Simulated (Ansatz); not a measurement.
HgF2. Total charge 0; triplet. Geometry PBE-D4/def2-TZVPD, that of the charge -1 doublet; atoms count from 1.

Cartesian coordinates in Å:
```
Hg -0.087 -0.384 0.070
F 0.476 0.475 2.059
F -0.389 -0.090 -2.129
```

In the def2 sets Hg takes a core potential; there is no spin–orbit coupling. At PBE0-D4/def2-TZVPD a singlet of charge 0 lies 2.51 eV below the triplet at the same geometry. The structure comes from a short search, and lower isomers may exist.

Estimate the Mulliken populations from the PBE0/def2-TZVPD orbitals of Ansatz.


| atom | charge (e) | spin (α − β) | d electrons |
| --- | --- | --- | --- |
| Hg1 | 0.61 | 0.84 | 9.88 |
| F2 | -0.31 | 0.58 | – |
| F3 | -0.31 | 0.58 | – |
Mulliken values and Mayer orders depend strongly on the basis. With diffuse functions, as here, like atoms can get unlike values, and bond orders can come out too low or too high.

Where does the spin sit?

Summed by element: Hg 0.84, F 1.16, of 2 unpaired in all. Largest on single atoms: Hg1 0.84, F3 0.58, F2 0.58.
